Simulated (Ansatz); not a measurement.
Gas-phase electronic energies from Ansatz, PBE0-D4/def2-TZVP geometries. CCSD(T)/CBS is the MP2 limit (def2-TZVPP, def2-QZVPP) plus CCSD(T) − MP2 in def2-TZVPP, frozen cores. This one scheme is used for every species. DFT in def2-TZVPP. B3LYP here is the variant with VWN-RPA as its local correlation; programs differ in this. No spin–orbit coupling; open shells (•) take unrestricted orbitals. For Ge outer-core shells are correlated without core-valence functions, which leaves a few kJ/mol of doubt a bond. Scalar relativity is left out up to krypton. Each species was taken in one conformer, which may not be the lowest.

`[CH3][Ge]([NH2])([F])[F]` → `[CH3]`• + `[NH2][Ge]([F])[F]`•  (homolysis of the C–Ge bond)

`[CH3][Ge]([NH2])([F])[F]`:

Cartesian coordinates in Å:
```
C -1.154 0.289 0.952
Ge 0.005 0.087 -0.563
N 1.546 -0.808 -0.278
F -0.774 -0.770 -1.844
F 0.275 1.657 -1.258
H -0.644 0.845 1.740
H -1.438 -0.692 1.330
H -2.045 0.838 0.650
H 2.051 -1.052 -1.119
H 2.179 -0.394 0.390
```

`[CH3]`•:

Cartesian coordinates in Å:
```
C 0.000 0.000 0.000
H -1.022 -0.350 0.005
H 0.536 0.088 -0.934
H 0.486 0.262 0.928
```

`[NH2][Ge]([F])[F]`•:

```xyz
6

N     0.477    0.288    0.768
Ge   -0.381   -0.580   -0.604
F     0.363    0.018   -2.054
F    -1.998    0.053   -0.600
H     1.472    0.101    0.811
H     0.066    0.120    1.679
```

| level | ΔE (eV) |
| --- | --- |
| B2PLYP | 3.63 |
| PBE0 | 3.63 |
| B3LYP | 3.41 |
| r2SCAN0 | 3.53 |
| MP2/def2-SVP | 3.92 |
| MP2/def2-TZVPP | 4.01 |
| CCSD(T)/def2-TZVPP | 3.86 |
| HF/def2-QZVPP | 2.81 |

(1) What does CCSD(T)/CBS give? (Best estimate.)

Largest T1 diagnostic among the species: 0.015.

## Answers

(1) Ansatz gave: +3.95 eV. The listed levels differ from it by -0.32, -0.32, -0.54, -0.42, -0.03, 0.06, -0.09, -1.14 eV.

From r2SCAN to r2SCAN0 (25 % exact exchange), in def2-TZVPP and without D4, ΔE moves by +0.08 eV. Leaving LDA and LC-ωPBE aside and taking each functional with its dispersion term where it has one, the values, not all of them listed here, spread over 0.53 eV, from BLYP-D4 to ωB97X-V. LDA lies +0.71 eV from PBE without D4, its usual overbinding.
